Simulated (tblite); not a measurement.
Record of a relaxation.

C6H5NO2 (charge +1 and doublet state).
Bonds: C1–C2, C2–C3, C3–C4 (aromatic), C4–N5 (aromatic), N5–C6 (aromatic), C6–C7, C7–O8 (double), C6–O9 (aromatic), C3–O9 (aromatic). Hydrogens: H10, H11 on C1; H12 on C2; H13 on C4; H14 on C7.
Bond orders are those of one Lewis drawing.

Computed with GFN2-xTB (tblite), gas phase: L-BFGS steps from a force-field or distance-geometry start until the largest atomic force falls under 0.01 eV/Å. 6 of its 59 geometries are shown.

Step 0: E = -703.9120 eV, largest atomic force 3.244 eV/Å
```
atom  x, y, z in Å  |  force x, y, z in eV/Å
C1     -2.325    1.322    0.603    0.722  -2.553  -0.517
C2     -1.870   -0.004    0.337   -0.719   2.176   0.585
C3     -0.541   -0.379   -0.036   -0.076   1.996   0.059
C4     -0.009   -1.616   -0.317    1.184  -2.328  -0.319
N5      1.317   -1.536   -0.644   -1.896   0.860   0.443
C6      1.554   -0.241   -0.589   -0.615   0.226   0.237
C7      2.827    0.391   -0.865    1.404   2.924  -0.024
O8      3.081    1.596   -0.803   -0.870  -2.798  -0.087
O9      0.489    0.516   -0.224   -0.296  -0.801   0.006
H10    -1.662    2.166    0.513    0.014   0.038   0.003
H11    -3.367    1.489    0.893    0.531  -0.096  -0.142
H12    -2.604   -0.804    0.465    0.410   0.125  -0.152
H13    -0.519   -2.578   -0.259    0.306   0.347  -0.104
H14     3.627   -0.321   -1.146   -0.099  -0.118   0.012
```

Step 12: E = -704.2586 eV, largest atomic force 0.103 eV/Å
```
atom  x, y, z in Å  |  force x, y, z in eV/Å
C1     -2.284    1.289    0.588    0.009  -0.049  -0.016
C2     -1.865    0.021    0.349    0.042  -0.059  -0.013
C3     -0.550   -0.343   -0.036    0.027  -0.012  -0.021
C4     -0.016   -1.634   -0.306   -0.014  -0.032   0.011
N5      1.261   -1.499   -0.631   -0.021   0.025   0.005
C6      1.521   -0.210   -0.574   -0.021   0.039   0.011
C7      2.828    0.411   -0.859   -0.010  -0.048   0.001
O8      3.049    1.578   -0.799    0.021   0.101   0.003
O9      0.456    0.525   -0.218   -0.001   0.025   0.007
H10    -1.632    2.147    0.503    0.022  -0.037  -0.005
H11    -3.309    1.466    0.875    0.001   0.071   0.009
H12    -2.546   -0.816    0.444   -0.038   0.027   0.015
H13    -0.501   -2.590   -0.269   -0.012  -0.030  -0.003
H14     3.588   -0.346   -1.138   -0.004  -0.020  -0.002
```

Step 23: E = -704.2639 eV, largest atomic force 0.042 eV/Å
```
atom  x, y, z in Å  |  force x, y, z in eV/Å
C1     -2.266    1.280    0.582    0.003   0.012   0.001
C2     -1.878    0.002    0.350    0.002   0.007  -0.002
C3     -0.564   -0.358   -0.039    0.013   0.007  -0.002
C4     -0.012   -1.640   -0.308    0.003  -0.016  -0.014
N5      1.263   -1.485   -0.628    0.014  -0.005   0.004
C6      1.508   -0.191   -0.563    0.011  -0.004   0.000
C7      2.817    0.426   -0.853   -0.009   0.014   0.006
O8      3.054    1.591   -0.800   -0.032  -0.021   0.008
O9      0.431    0.526   -0.213    0.016   0.009  -0.008
H10    -1.579    2.108    0.487    0.005   0.008   0.003
H11    -3.281    1.507    0.870    0.004   0.005  -0.004
H12    -2.572   -0.823    0.452   -0.012   0.007   0.006
H13    -0.486   -2.601   -0.275   -0.005  -0.042   0.002
H14     3.565   -0.344   -1.134   -0.015   0.020  -0.001
```

Step 35: E = -704.2667 eV, largest atomic force 0.051 eV/Å
```
atom  x, y, z in Å  |  force x, y, z in eV/Å
C1     -2.238    1.288    0.577   -0.013  -0.007   0.004
C2     -1.878   -0.001    0.347   -0.008   0.018  -0.004
C3     -0.574   -0.380   -0.060    0.006   0.023   0.027
C4     -0.012   -1.661   -0.313   -0.022   0.018  -0.040
N5      1.266   -1.499   -0.621    0.004  -0.014   0.037
C6      1.506   -0.205   -0.545    0.008  -0.016  -0.006
C7      2.800    0.440   -0.839   -0.005   0.008   0.001
O8      3.004    1.610   -0.777    0.008  -0.017   0.010
O9      0.418    0.508   -0.225    0.011   0.006  -0.021
H10    -1.536    2.106    0.490    0.003  -0.051   0.004
H11    -3.251    1.537    0.854    0.004  -0.004  -0.010
H12    -2.588   -0.810    0.464    0.008   0.013   0.000
H13    -0.476   -2.629   -0.271    0.009   0.006   0.014
H14     3.558   -0.306   -1.154   -0.013   0.017  -0.017
```

Step 46: E = -704.2687 eV, largest atomic force 0.080 eV/Å
```
atom  x, y, z in Å  |  force x, y, z in eV/Å
C1     -2.236    1.285    0.578    0.004  -0.011  -0.009
C2     -1.882   -0.002    0.341    0.037  -0.013  -0.019
C3     -0.577   -0.374   -0.076    0.011  -0.038   0.025
C4     -0.013   -1.659   -0.308   -0.022  -0.008  -0.006
N5      1.270   -1.503   -0.601   -0.036  -0.010  -0.003
C6      1.509   -0.208   -0.538   -0.021  -0.004   0.019
C7      2.797    0.440   -0.838   -0.012  -0.006   0.012
O8      3.002    1.607   -0.743    0.062   0.050  -0.006
O9      0.418    0.511   -0.239   -0.025  -0.026  -0.015
H10    -1.519    2.090    0.509    0.002   0.016   0.012
H11    -3.250    1.546    0.834   -0.019  -0.005   0.003
H12    -2.588   -0.816    0.457    0.018   0.035  -0.014
H13    -0.477   -2.625   -0.248    0.017   0.012   0.014
H14     3.546   -0.295   -1.201   -0.016   0.008  -0.012
```

Step 58: E = -704.2720 eV, largest atomic force 0.009 eV/Å
```
atom  x, y, z in Å  |  force x, y, z in eV/Å
C1     -2.248    1.282    0.578   -0.001   0.000   0.001
C2     -1.884    0.001    0.325    0.003  -0.002   0.006
C3     -0.576   -0.370   -0.078    0.002   0.002   0.000
C4     -0.004   -1.654   -0.289    0.001  -0.001   0.005
N5      1.276   -1.495   -0.583   -0.001  -0.004  -0.001
C6      1.510   -0.197   -0.532   -0.001  -0.003   0.004
C7      2.801    0.439   -0.844   -0.007  -0.003  -0.003
O8      3.067    1.587   -0.691    0.003   0.007  -0.001
O9      0.413    0.520   -0.253    0.003   0.000   0.009
H10    -1.532    2.092    0.558    0.000   0.001  -0.003
H11    -3.272    1.532    0.806   -0.001   0.004  -0.001
H12    -2.592   -0.812    0.422    0.001  -0.001  -0.009
H13    -0.458   -2.623   -0.200   -0.002  -0.002  -0.003
H14     3.498   -0.303   -1.292    0.001   0.002  -0.003
```

**Question.** Summarise the path.

**Answer.** The energy falls by 0.3601 eV from step 0 to step 58; nine tenths of that is first reached at step 5. It falls at every step. The largest force goes from 3.244 to 0.009 eV/Å. Among the bonds C1–C2 changes most, from 1.428 to 1.355 Å; the atoms move by 0.101 Å rms after alignment.

**Question.** Follow the three bonds and two angles with the largest change from start to end.

**Answer.** 
```csv
step,E above end (eV),largest force (eV/Å),C1–C2 (Å),C3–C4 (Å),C7=O8 (Å),C1–C2–H12 (°),O8–C7–H14 (°)
0,0.3601,3.244,1.428,1.376,1.233,116.3,119.5
3,0.0529,0.594,1.372,1.428,1.194,118.0,122.4
5,0.0271,0.346,1.357,1.424,1.186,118.5,123.4
8,0.0173,0.152,1.357,1.423,1.192,119.6,123.3
10,0.0149,0.084,1.358,1.423,1.190,120.5,123.3
13,0.0126,0.072,1.356,1.422,1.189,120.8,124.1
15,0.0114,0.066,1.357,1.422,1.190,120.7,124.5
18,0.0097,0.080,1.357,1.423,1.190,120.8,124.1
20,0.0086,0.060,1.357,1.422,1.189,121.2,123.8
23,0.0081,0.042,1.357,1.421,1.190,121.2,123.8
25,0.0077,0.049,1.357,1.421,1.190,121.1,123.9
28,0.0070,0.050,1.357,1.423,1.189,121.0,124.0
30,0.0065,0.040,1.357,1.423,1.189,121.0,124.0
33,0.0059,0.045,1.357,1.422,1.190,121.0,124.1
35,0.0054,0.051,1.358,1.422,1.190,121.2,124.0
38,0.0046,0.048,1.357,1.423,1.189,121.4,123.8
40,0.0044,0.026,1.356,1.422,1.190,121.3,123.8
43,0.0040,0.030,1.356,1.421,1.190,121.3,123.9
45,0.0036,0.053,1.356,1.422,1.189,121.5,124.0
48,0.0022,0.083,1.356,1.423,1.189,121.7,124.2
50,0.0010,0.058,1.356,1.421,1.189,121.5,124.0
53,0.0002,0.024,1.356,1.422,1.188,121.4,123.7
55,0.0001,0.016,1.355,1.422,1.188,121.4,123.8
58,0.0000,0.009,1.355,1.422,1.188,121.2,123.8
```

What follows is the cost of the whole relaxation. The run took 0.42 s of wall time on one thread of an AMD EPYC 7B13 (shared host).
